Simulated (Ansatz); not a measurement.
GeH6O2Si2 (`[SiH3][O][Ge][O][SiH3]`), 11 atoms. The species carries charge 0 and has multiplicity 1. Correlated methods include outer-core shells of Ge, which these sets cover unevenly. Scalar relativity is left out up to krypton. All runs use 2 threads of an AMD EPYC 7R13 on a shared host and a share of an NVIDIA H100 80 GB. Correlated methods freeze the cores. Open-shell runs search over several starts.

(1) How many basis functions does each run have, and how long does it take in Ansatz? UKS B2PLYP (frozen core)/def2-TZVPP energy of the cation; UKS PBE-D4/def2-TZVPP energy of the cation; RKS ωB97M-V/def2-TZVPP energy and forces; UKS ωB97X-V/def2-TZVPP energy of the cation; direct RPA on PBE orbitals/def2-TZVPP energy; RKS PBE0-D4/def2-QZVPP energy; RHF-CCSD(T)/def2-TZVPP energy; UKS r2SCAN-D4/def2-TZVPP energy of the cation; RKS SPW92 (LDA)/def2-TZVPP energy; UHF-MP2/def2-QZVPP energy of the cation; RKS PBE0-D4/def2-TZVP frequencies; RKS ωB97M-V/def2-QZVPP energy. (Estimate.)

Results:

(1) The calculation gave: Other jobs shared the machine, so times are rough.

```tsv
level	job	functions	wall time	peak host memory (GiB)
RKS SPW92 (LDA)/def2-TZVPP	energy	278	4.5 s	0.81
RKS ωB97M-V/def2-TZVPP	energy and forces	278	8.5 s	0.95
RKS PBE0-D4/def2-QZVPP	energy	523	9 s	1.1
direct RPA on PBE orbitals/def2-TZVPP	energy	278	9.5 s	1.2
RHF-CCSD(T)/def2-TZVPP	energy	278	10 s	0.84
UKS ωB97X-V/def2-TZVPP	energy of the cation	278	12 s	1
UKS r2SCAN-D4/def2-TZVPP	energy of the cation	278	16 s	0.97
RKS ωB97M-V/def2-QZVPP	energy	523	17 s	1.2
UKS B2PLYP (frozen core)/def2-TZVPP	energy of the cation	278	18 s	1.2
UKS PBE-D4/def2-TZVPP	energy of the cation	278	28 s	0.91
UHF-MP2/def2-QZVPP	energy of the cation	523	34 s	1.2
RKS PBE0-D4/def2-TZVP	frequencies	220	2.3 min	0.9
```
